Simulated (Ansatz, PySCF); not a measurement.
Process, species as SMILES: O[B]O[SiH3] → OB(O)[SiH2]
Each molecule is optimised on its own at B3LYP-D3(BJ)/def2-TZVP (Ansatz, an electronic-structure program), one conformer each, not searched for the lowest.

Wanted: isomerisation energy (enthalpy at 298 K, with B3LYP-D3(BJ) rigid-rotor harmonic-oscillator terms from PySCF), in kJ/mol. Cores are frozen in the correlated levels unless marked. Open shells are spin-unrestricted. Spin-orbit coupling is left out. Non-relativistic. Basis-set limits of correlation are two-point, X^-3; Hartree-Fock from the larger set.

```json
[
 {"level": "SVWN5/def2-TZVPD", "program": "Ansatz", "isomerisation energy (kJ/mol)": "12.0"},
 {"level": "PBE-D3(BJ)/def2-TZVPD", "program": "Ansatz + dftd3", "isomerisation energy (kJ/mol)": "15.4"},
 {"level": "BLYP/def2-TZVPD", "program": "Ansatz", "isomerisation energy (kJ/mol)": "37.1"},
 {"level": "r2SCAN-D4/def2-TZVPD", "program": "Ansatz + dftd4", "isomerisation energy (kJ/mol)": "35.2"},
 {"level": "PBE0-D4/def2-TZVP", "program": "Ansatz + dftd4", "isomerisation energy (kJ/mol)": "23.8"},
 {"level": "PBE0-D4/def2-TZVPD", "program": "Ansatz + dftd4", "isomerisation energy (kJ/mol)": "23.1"},
 {"level": "r2SCANh-D4/def2-TZVPD", "program": "Ansatz + dftd4", "isomerisation energy (kJ/mol)": "36.6"},
 {"level": "LC-wPBE-D3(BJ)/def2-TZVPD", "program": "Ansatz + dftd3", "isomerisation energy (kJ/mol)": "___"},
 {"level": "B2GP-PLYP/def2-TZVPD", "program": "Ansatz", "isomerisation energy (kJ/mol)": "46.2"},
 {"level": "CCSD/STO-3G", "program": "Ansatz", "isomerisation energy (kJ/mol)": "18.9"},
 {"level": "CCSD/6-31G", "program": "Ansatz", "isomerisation energy (kJ/mol)": "-35.7"},
 {"level": "CCSD(T)/CBS(cc-pV(T+d)Z,cc-pV(Q+d)Z)", "program": "Ansatz", "isomerisation energy (kJ/mol)": "___"}
]
```

**Question.** Fill in the missing entries.

**Answer.** 
- LC-wPBE-D3(BJ)/def2-TZVPD, isomerisation energy (kJ/mol): 30.8
- CCSD(T)/CBS(cc-pV(T+d)Z,cc-pV(Q+d)Z), isomerisation energy (kJ/mol): 39.0
